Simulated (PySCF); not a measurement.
Ligands exchanged one at a time, In H-OH. Gas-phase values, no solvent. One relaxed conformer stands for each flexible species; it need not be the lowest. Strings in code marks are SMILES.

Quantity: redistribution energy (mixed species minus the weighted end members), in kcal/mol.

Case: 2 of 3 H replaced by OH: `[OH][InH][OH]` (H–O–In–O torsion 0°, O–In–O–H torsion 0°). The other species in the difference include `[InH3]` (neutral, multiplicity 1). Geometry of `[OH][InH][OH]` (neutral, multiplicity 1, Å):

```xyz
6

O     -1.6067    -0.5554     0.0243
In    -0.1037     0.7632     0.0114
O      1.6965    -0.1059    -0.0340
H     -1.3161    -1.4732     0.0079
H     -0.3313     2.4393     0.0362
H      1.6612    -1.0680    -0.0459
```

Problem. What is the computed redistribution energy (mixed species minus the weighted end members) (PBE-D3(BJ)/def2-TZVP // B3LYP-D3(BJ)/def2-TZVP (PySCF))?

Solution. -3.78 kcal/mol.
